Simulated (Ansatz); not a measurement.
Job for Ansatz (a quantum-chemistry and plane-wave program): U-B3LYP/def2-TZVPP on RhH, 2S+1 = 3, a spin state set in the input, which need not be the lowest, a point of a bond scan (R = 1.557 Å). Elements past Kr take the def2 small-core potentials; no spin–orbit coupling.

Ansatz 0.2 input:
```yaml
crystal:
  periodic: [false, false, false]
  atoms:
    - {symbol: Rh, position_ang: [0.00000000, 0.00000000, 0.00000000]}
    - {symbol: H, position_ang: [0.00000000, 0.00000000, 1.55692400]}
basis:
  gaussian:
    orbitals: def2-TZVPP
    pivot_positions_ang: [[0.00000000, 0.00000000, 0.00000000], [0.00000000, 0.00000000, 1.55692400]]
hamiltonian:
  xc: {name: B3LYP}
magnetization: {spin_polarized: true, initial_magnetization: 2}
output: {forces: true, orbitals: {seedname: ./end}}
```

Problem. What total energy does the run end on?

Solution. -111.1446 hartree.
